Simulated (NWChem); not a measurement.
System: CF₃, doublet; SMILES [C](F)(F)F

The following NWChem deck was run.

```
start job
memory heap 200 mb stack 900 mb global 1100 mb
geometry units angstroms
  F     -0.612838     1.107162    -0.052228
  C     -0.002088    -0.004952     0.312042
  F     -0.650858    -1.082991    -0.087306
  F      1.265042    -0.021059    -0.057736
end
basis spherical
  * library def2-svp
end
dft
  odft
  mult 2
  xc xpbe96 cpbe96
  iterations 150
end
driver
  maxiter 150
  linopt 0
end
task dft optimize
```

Parts of the log:

```
             Northwest Computational Chemistry Package (NWChem) 7.3.0
             --------------------------------------------------------

 C3  symmetry detected

                             Geometry "geometry" -> ""
                             -------------------------

 Output coordinates in angstroms (scale by  1.889725989 to convert to a.u.)

  No.       Tag          Charge          X              Y              Z
 ---- ---------------- ---------- -------------- -------------- --------------
    1 F                    9.0000    -0.32806874     1.22153716    -0.06870085
    2 C                    6.0000    -0.00000000    -0.00000000     0.30915381
    3 F                    9.0000    -0.89384784    -0.89488444    -0.06870085
    4 F                    9.0000     1.22191658    -0.32665272    -0.06870085

 Effective nuclear repulsion energy (a.u.)     123.6386339811

      Symmetry information
      --------------------

 Group name             C3
 Group number              5
 Group order               3
 No. of unique centers     2

                                Z-matrix (autoz)
                                --------

 Units are Angstrom for bonds and degrees for angles

      Type          Name      I     J     K     L     M      Value
      ----------- --------  ----- ----- ----- ----- ----- ----------
    1 Stretch                  1     2                       1.32006
    2 Stretch                  2     3                       1.32006
    3 Stretch                  2     4                       1.32006
    4 Bend                     1     2     3               112.15413
    5 Bend                     1     2     4               112.15413
    6 Bend                     3     2     4               112.15413

  pbe96 is a nonlocal functional; adding pw91lda local functional.

                           NWChem Geometry Optimization
                           ----------------------------

 maximum gradient threshold         (gmax) =   0.000450
 rms gradient threshold             (grms) =   0.000300
 maximum cartesian step threshold   (xmax) =   0.001800
 rms cartesian step threshold       (xrms) =   0.001200
 fixed trust radius                (trust) =   0.300000
 source of zmatrix                         =   autoz

          -------------------
          Energy Minimization
          -------------------

 Using diagonal initial Hessian
 Scaling for Hessian diagonals: bonds = 1.00  angles = 0.25  torsions = 0.10

          --------
          Step   0

                                 NWChem DFT Module
                                 -----------------

[...]

      ----------------------
      Optimization converged
      ----------------------

  Step       Energy      Delta E   Gmax     Grms     Xrms     Xmax
  ---- ---------------- -------- -------- -------- -------- --------
@    5    -336.98489912 -7.5D-07  0.00002  0.00002  0.00055  0.00104
                                     ok       ok       ok       ok

                                Z-matrix (autoz)
                                --------

 Units are Angstrom for bonds and degrees for angles

      Type          Name      I     J     K     L     M      Value     Gradient
      ----------- --------  ----- ----- ----- ----- ----- ---------- ----------
    1 Stretch                  1     2                       1.32860    0.00002
    2 Stretch                  2     3                       1.32860    0.00002
    3 Stretch                  2     4                       1.32860    0.00002
    4 Bend                     1     2     3               111.32043   -0.00000
    5 Bend                     1     2     4               111.32043   -0.00000
    6 Bend                     3     2     4               111.32043   -0.00000

                         Geometry "geometry" -> "geometry"
                         ---------------------------------

 Output coordinates in angstroms (scale by  1.889725989 to convert to a.u.)

  No.       Tag          Charge          X              Y              Z
 ---- ---------------- ---------- -------------- -------------- --------------
    1 F                    9.0000    -0.32856674     1.22339143    -0.07440352
    2 C                    6.0000     0.00000000    -0.00000000     0.32626183
    3 F                    9.0000    -0.89520469    -0.89624286    -0.07440352
    4 F                    9.0000     1.22377143    -0.32714857    -0.07440352

 Effective nuclear repulsion energy (a.u.)     123.1322423945

      Symmetry information
      --------------------

 Group name             C3
 Group number              5
 Group order               3
 No. of unique centers     2

                Final and change from initial internal coordinates
                --------------------------------------------------

                                Z-matrix (autoz)
                                --------

 Units are Angstrom for bonds and degrees for angles

      Type          Name      I     J     K     L     M      Value       Change
      ----------- --------  ----- ----- ----- ----- ----- ---------- ----------
    1 Stretch                  1     2                       1.32860    0.00854
    2 Stretch                  2     3                       1.32860    0.00854
    3 Stretch                  2     4                       1.32860    0.00854
    4 Bend                     1     2     3               111.32043   -0.83369
    5 Bend                     1     2     4               111.32043   -0.83369
    6 Bend                     3     2     4               111.32043   -0.83369

[...]
```

Level: PBE/def2-SVP, spin-unrestricted. In the optimisation the excess spin sits in a (C3, its own frame). No stability test was run on the SCF state.
